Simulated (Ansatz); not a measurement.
One change: `N[SiH](O)F` becomes `BS[Si](N)(O)F`.

Ansatz, PBE0-D4/def2-TZVP geometries, multiplicity 1. Each molecule was computed in one conformer, which needn't be the lowest.

```json
{"property": "LUMO energy (PBE/def2-TZVPP) / eV", "`N[SiH](O)F`": "-0.08"}
{"property": "LUMO energy (B3LYP/def2-TZVPP) / eV", "`N[SiH](O)F`": "0.39"}
{"property": "HOMO–LUMO gap (PBE/def2-TZVPP) / eV", "`N[SiH](O)F`": "6.38"}
{"property": "size of the dipole moment (B3LYP/def2-TZVPP) / D", "`N[SiH](O)F`": "2.54"}
{"property": "HOMO energy (PBE0/def2-TZVPP) / eV", "`N[SiH](O)F`": "-7.95"}
{"property": "LUMO energy (ωB97M-V/def2-TZVPP) / eV", "`N[SiH](O)F`": "2.19"}
```

(1) What does the change do to each property? (Best estimate.)

## Answers

(1) The calculation gave: 
```
                                        property  `BS[Si](N)(O)F`  shift
               LUMO energy (PBE/def2-TZVPP) / eV            -2.51  -2.43
             LUMO energy (B3LYP/def2-TZVPP) / eV            -1.78  -2.17
             HOMO–LUMO gap (PBE/def2-TZVPP) / eV             4.13  -2.25
size of the dipole moment (B3LYP/def2-TZVPP) / D             1.59  -0.95
              HOMO energy (PBE0/def2-TZVPP) / eV            -8.05  -0.10
           LUMO energy (ωB97M-V/def2-TZVPP) / eV             0.35  -1.84
```

With PBE0 the HOMO falls by 0.10 eV and the LUMO falls by 2.37 eV, so the gap narrows by about 2.27 eV. PBE moves the HOMO by -0.18 eV and ωB97M-V by 0.02 eV. The zero-point energy changes by 39.0 kJ/mol with +9 modes. Dipoles are sizes alone; their direction can turn.

B3LYP here is the variant with VWN-RPA as its local correlation; programs differ in this.
